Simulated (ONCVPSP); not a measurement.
What one change does to a pseudopotential (bromine (Br), ONCV)

| Quantity | Value |
| --- | --- |
| Element | bromine (Br) |
| Generator | ONCVPSP 4.0.1 |
| Type | optimised norm-conserving Vanderbilt (ONCV) |
| Functional | PBE |
| Relativity | fully relativistic |
| Frozen core | [Ar] 3d10 |
| Valence charge | 7 |
| Reference configuration | 4s2 4p5 |
| Partial waves | 4s: rc 1.30 bohr, ncon 3, nbas 6, qcut 5.1 1/bohr, 2 projectors, debl 0.3 Ha; 4p: rc 1.70 bohr, ncon 5, nbas 9, qcut 5.8 1/bohr, 2 projectors, debl 0.6 Ha |
| Local potential | polynomial inside 1.25 bohr (lpopt 2, dvloc0 0 Ha) |
| Core correction | Teter function, fcfact 5, rcfact 1.7 |

Open shells are filled in proportion to 2j + 1.

In the s channel the program set the typed energies aside and used -0.740, 0.250 Ha.

Change: local potential polynomial inside 1.25 bohr (lpopt 2, dvloc0 -1.5 Ha).

Cutoffs: the cutoffs (Ha) at which the residual kinetic energy of the hardest occupied pseudo-wave falls to 1 and 0.1 mHa per electron; they do not see the model core or the augmentation charge, which bear on the density cutoff. Errors are all-electron minus pseudo energies relative to the spin-unpolarised reference configuration.

Predict the effect on cutoff, ghosts and configuration errors.

The potential gets neither clearly harder nor softer (13 Ha and 28 Ha → 13 Ha and 28 Ha); the errors of the 4 common tests hardly move; neither file shows a bound ghost.

```csv
quantity,base,changed
"cutoff, loose",13 Ha,13 Ha
"cutoff, tight",28 Ha,28 Ha
bound ghosts,none,none
GHOST(+) flags under 300 eV,s at 135.3 eV,s at 121.1 eV
"error for 4s2 4p4, meV [ΔE 12.56 eV]",-18,-18
"error for 4s2 4p3, meV [ΔE 35.33 eV]",-111,-111
"error for 4s2 4p2, meV [ΔE 69.32 eV]",-359,-359
"error for 4s2 4p1, meV [ΔE 115.35 eV]",-871,-871
s: phases at 1.32 bohr within 0.05 rad from the reference energy up to (Ha; the scan ends near 5),4.4,3.9
p3/2: phases at 1.72 bohr within 0.05 rad from the reference energy up to (Ha; the scan ends near 5),4.0,4.0
p1/2: phases at 1.72 bohr within 0.05 rad from the reference energy up to (Ha; the scan ends near 5),4.1,4.0
"rms error of d²Exc/dni dnj with the model core, mHa",1.13,1.13
```
